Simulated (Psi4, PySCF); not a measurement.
Here is a job for PySCF.
```python
from pyscf import gto, scf, dft

mol = gto.Mole()
mol.atom = '''
    Ga   -0.000000   -0.000000   -0.404797
    F     0.000000    0.000000    1.394301
'''
mol.basis = 'def2-svpd'
mol.charge = 0
mol.spin = 0
mol.verbose = 4
mol.build()

mf = dft.RKS(mol)
mf.xc = 'blyp'
mf.grids.atom_grid = (99, 590)
mf.grids.prune = None
mf.kernel()
```

Task: Convert this to an input for Psi4.

Result: This is not unique; one that fits is 
```
memory 2 GB

molecule mol {
0 1
Ga   -0.000000   -0.000000   -0.404797
F     0.000000    0.000000    1.394301
}

set {
  basis def2-svpd
  reference rks
  scf_type pk
  puream true
  d_convergence 1e-8
  dft_radial_points 99
  dft_spherical_points 590
}

energy('blyp')
print_variables()
```

Both were run: PySCF gave -2024.513363 Eh and Psi4 -2024.513362 Eh, 0.001 mEh apart.
